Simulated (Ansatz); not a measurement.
Input for Ansatz (development build ahead of 0.2.0):

```yaml
crystal:
  periodic: [false, false, false]
  atoms:
    - { symbol: B, position_ang: [-1.44148, 0.10621, -0.06702] }
    - { symbol: "N", position_ang: [-0.64677, 1.17001, 0.45596] }
    - { symbol: B, position_ang: [0.77488, 1.08604, 0.5461] }
    - { symbol: "N", position_ang: [1.39981, -0.10818, 0.07756] }
    - { symbol: B, position_ang: [0.65362, -1.20227, -0.45385] }
    - { symbol: "N", position_ang: [-0.7659, -1.0691, -0.51343] }
    - { symbol: H, position_ang: [-2.63889, 0.19652, -0.12589] }
    - { symbol: H, position_ang: [-1.10057, 2.0005, 0.77442] }
    - { symbol: H, position_ang: [1.42386, 1.98859, 1.00533] }
    - { symbol: H, position_ang: [2.39408, -0.18223, 0.12968] }
    - { symbol: H, position_ang: [1.20173, -2.20302, -0.8329] }
    - { symbol: H, position_ang: [-1.30454, -1.82615, -0.87891] }
basis:
  gaussian: { orbitals: def2-SVP }
total_charge: 1
magnetization:
  spin_polarized: true
  initial_magnetization: 1
hamiltonian:
  xc: hf
correlation:
  method: mp2
  frozen_orbitals: { B: 1, H: 0, "N": 1 }
output:
  forces: true
```

The input is written out in the form of the current development build from the run's settings.

Output:

| Property | Result |
| --- | --- |
| Converged | yes |
| Reference energy | -240.64632 hartree |
| Correlation energy | -0.68920 hartree |
| Total energy | -241.33552 hartree |
| Spin squared of the determinant | 0.771 |
| Stability test | minimum |

Forces (eV/Å):
| atom | Fx | Fy | Fz |
| --- | --- | --- | --- |
| B1 | -1.756 | 0.137 | -0.088 |
| N2 | 2.409 | -0.529 | -0.034 |
| B3 | -2.042 | 3.600 | 1.407 |
| N4 | 0.537 | -0.037 | 0.029 |
| B5 | -2.406 | -3.268 | -1.585 |
| N6 | 2.444 | 0.170 | 0.267 |
| H7 | 0.246 | -0.022 | 0.009 |
| H8 | -0.356 | 0.829 | 0.334 |
| H9 | 0.001 | -0.317 | -0.153 |
| H10 | 1.329 | -0.101 | 0.056 |
| H11 | 0.038 | 0.314 | 0.130 |
| H12 | -0.445 | -0.777 | -0.372 |

Caution: MP2 on this radical cation hangs on the determinant chosen; the determinant breaks the point group.
